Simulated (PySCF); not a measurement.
BrOSn, multiplicity 2. Atoms are numbered in the order given.

```xyz
3

Sn     0.3038     0.9012     0.0000
O     -1.6158     1.3384     0.0000
Br    -0.0647    -1.5933     0.0000
```
Charge 0, spin multiplicity 2.

Geometry: r2SCAN-D4/def2-TZVP. The def2 effective core potentials stand for the cores of Sn; spin–orbit coupling is left out.

Calculation: PBE/def2-TZVPD (PySCF).

The molecule is in vacuum.

The total energy is -2863.26420 hartree. The point group is Cs and the α spin, highest occupied and lowest empty level is -6.93 and -3.55 eV. The β spin, highest occupied and lowest empty level is -6.75 and -5.96 eV and the dipole moment is 3.18 D. The quadrupole, principal values (traceless, Buckingham form, about the centre of nuclear charge) is -9.65, 4.68, 4.97 D·Å, the mean static polarisability is 73.7 bohr³ (10.92 Å³) and the polarisability, principal values is 52.7, 72.9, 95.5 bohr³. The ⟨S²⟩ is 0.757 (pure state 0.75).
